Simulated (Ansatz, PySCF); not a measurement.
Dimer: C2H2 (SMILES C#C) (first 4 atoms) with N2 (SMILES N#N); geometry from B3LYP-D3(BJ)/def2-TZVP.
(charge 0, multiplicity 1):
```
atom    x (Å)    y (Å)    z (Å)
----  -------  -------  -------
C     -0.4374   0.4278  -1.0306
C     -0.0409   0.0401   0.0303
H     -0.7903   0.7730  -1.9716
H      0.3088  -0.3019   0.9744
N      0.4424  -0.4346   4.6429
N      0.5160  -0.5056   3.5572
```

Basis-set superposition error: the interaction energy with monomers in their own basis, and in the dimer's basis (counterpoise).

The values were computed with Ansatz (a program for electronic structure) with Gaussian orbitals; PySCF for 6-31G* rows, M06-2X. 

```
level                  uncorrected (meV)  counterpoise (meV)  difference
---------------------  -----------------  ------------------  ----------
HF/aug-cc-pVTZ                      -5.6                -1.2         4.4
revPBE/def2-TZVPPD                  -5.6                -2.2         3.4
B97M-V/def2-TZVPPD                 -33.5               -31.6         1.9
BHLYP/def2-TZVPPD                  -19.4               -17.6         1.8
M06-2X/def2-TZVPPD                 -19.5               -17.5         2.0
CAM-B3LYP/def2-TZVPPD              -22.9               -20.1         2.9
wB97M-V/def2-TZVPPD                -28.5               -26.3         2.2
MP2/6-31G*                         -50.4               -27.4        23.0
SCS-MP2/aug-cc-pVTZ                -43.8               -26.6        17.2
CCSD(T)/aug-cc-pVDZ                -58.5               -26.8        31.8
```

The error is largest for CCSD(T)/aug-cc-pVDZ (31.8 meV) and smallest for BHLYP/def2-TZVPPD (1.8 meV).
